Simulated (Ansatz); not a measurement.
Total energies of Cu(NH3)Cl (CuNClH3) from Ansatz at PBE-D4/def2-TZVP, gas phase (1 Eh = 27.2114 eV = 2625.5 kJ/mol). The reference geometry is relaxed at B3LYP-D4/def2-TZVP.

```xyz
6

Cu   -0.637   -0.771    0.545
N     0.456    0.553   -0.391
H     0.534    0.335   -1.381
H     1.398    0.591   -0.011
H     0.057    1.484   -0.313
Cl   -1.808   -2.191    1.551
```

| state | geometry | energy (Eh) |
| --- | --- | --- |
| charge 0 singlet | reference | -2156.91817 |
| charge 1 doublet | reference | -2156.59815 |
| free Cu atom (doublet) | – | -1640.24447 |
| free N atom (quartet) | – | -54.53214 |
| free H atom (doublet) | – | -0.49962 |
| free Cl atom (doublet) | – | -459.95840 |

Q: Work out the vertical ionisation energy to the doublet.

A: E(charge 1 doublet) − E(charge 0 singlet) = -2156.59815 − (-2156.91817) = 0.32002 Eh = 8.71 eV. For comparison, −ε of the highest occupied level is 5.03 eV at this level, 3.68 eV less.

Q: What is the binding energy per atom against free atoms?

A: Atoms: 1 × (-1640.24447) + 1 × (-54.53214) + 3 × (-0.49962) + 1 × (-459.95840) = -2156.23387 Eh. Binding: -2156.23387 − (-2156.91817) = 0.68430 Eh = 18.62 eV, or 3.10 eV for each of 6 atoms (no zero-point energy, no counterpoise term).

At PBE-D4/def2-TZVP the gap within one spin of the charge 1 doublet nearly closes, so an electron or hole may be smeared out by delocalisation error.
